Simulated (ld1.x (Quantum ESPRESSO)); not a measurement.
# arsenic: excitation energies, all-electron against TM

* Element: As (Z = 33)
* Generator: ld1.x (Quantum ESPRESSO) 7.5
* Type: norm-conserving Troullier–Martins (Kleinman–Bylander form)
* Functional: LDA (PZ)
* Relativity: scalar-relativistic
* Frozen core: [Ne]
* Valence charge: 23
* Reference configuration: 3s2 3p6 3d10 4s2 4p3
* Partial waves: 3s (bound): rc 0.70 bohr; 3p (bound): rc 0.55 bohr; 3d (bound): rc 0.80 bohr
* Local potential: the d channel
* Core correction: none

Occupied shells without a wave of their own: 4p, 4s. They enter only through the test configuration that unscreens the potential.

Energies are relative to the spin-unpolarised reference configuration 3s2 3p6 3d10 4s2 4p3; without spin polarisation the order of configurations can differ from experiment. Spin-polarised rows fill each open shell by Hund’s rule, majority spin first.

Problem. Give the all-electron excitation energy and the error of the potential for: 3s2 3p6 3d10 4s2 4p2; 3s2 3p6 3d10 4s2 4p1; 3s2 3p6 3d10 4s2 4p0; 3s2 3p6 3d10 4s1 4p4; 3s2 3p5 3d10 4s2 4p3; 3s2 3p6 3d10 4s0 4p5; 3s2 3p6 3d10 4s2 4p3.3; 3s2 3p6 3d10 4s2 4p3 (spin-polarised); 3s2 3p6 3d10 4s2 4p2 (spin-polarised).

Solution.

```csv
valence configuration,charge,ΔE all-electron (eV),error AE − PS (meV)
3s2 3p6 3d10 4s2 4p2,+1,9.325,+91
3s2 3p6 3d10 4s2 4p1,+2,27.488,+226
3s2 3p6 3d10 4s2 4p0,+3,55.528,+441
3s2 3p6 3d10 4s1 4p4,0,9.483,-1654
3s2 3p5 3d10 4s2 4p3,+1,144.161,+368
3s2 3p6 3d10 4s0 4p5,0,19.206,-3583
3s2 3p6 3d10 4s2 4p3.3,-0.3,-1.278,-20
3s2 3p6 3d10 4s2 4p3 (spin-polarised),0,-1.324,+29
3s2 3p6 3d10 4s2 4p2 (spin-polarised),+1,8.597,+111
```

These tests converged, but a pseudo level misses the all-electron one widely, so the file describes the atom poorly there or has found another state: 3s2 3p5 3d10 4s2 4p3: 4s by 2.3 eV; 3s2 3p6 3d10 4s0 4p5: empty 4s by 2.2 eV. The 4p, 4s levels have no wave, so the channel is fitted at the deeper level alone: the likely source of the large errors.

The potential misses its own reference levels by up to 1.5 eV, so it is not fit for use.
